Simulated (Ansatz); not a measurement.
Ansatz (a first-principles code) input (RI-MP2/def2-TZVPPD):
A basis named .json is the Basis Set Exchange file of that set.

Ansatz 0.2 input:
```yaml
crystal:
  periodic: [false, false, false]
  atoms:
    - {symbol: Sc, position_ang: [-0.79306753, -0.57556806, -0.60354645]}
    - {symbol: I, position_ang: [-0.01484598, 1.77770537, -1.24102300]}
    - {symbol: I, position_ang: [0.32908028, -1.54965011, 1.48016405]}
basis:
  gaussian:
    orbitals: def2-TZVPPD.json
    fitting: {mean_field: def2-universal-jkfit, correlation: def2-TZVPPD-RIFIT.json}
total_charge: 1
magnetization: {spin_polarized: false}
correlation: {method: mp2, electrons: outside_noble_gas}
```

Output:

```
Functional definition: HF
integrals: 0.20 GiB planned
700 factors; integrals over basis functions are off by at most 5.5e-1 eV
mean field: 0.74 GiB planned
mean field evaluation 1: about -36813.0755 eV, gradient 2.9e1 eV
mean field evaluation 2: about -36813.9155 eV, gradient 3.3e1 eV
mean field evaluation 4: about -36816.4080 eV, gradient 1.8e0 eV
mean field evaluation 8: about -36816.4268 eV, gradient 1.4e-6 eV
mean field -36816.42680988 eV, -1352.9787301925 hartree, gradient 1.4e-6 eV, S^2 0.000000; 0 other end points of the search recorded, 0 dependent functions left out
27 core orbitals not correlated
625 factors; their error is unknown
reference -36816.42680988 eV, -1352.9787301925 hartree; 8, 8 occupied and 150, 150 virtual orbitals, 625 factors
second order -9.08370916 eV of doubles, -0.00000000 eV of singles
Total energy: -36825.51051904 eV, -1353.3125503470 hartree
```

The spin state was set by rule; other spins were not relaxed.
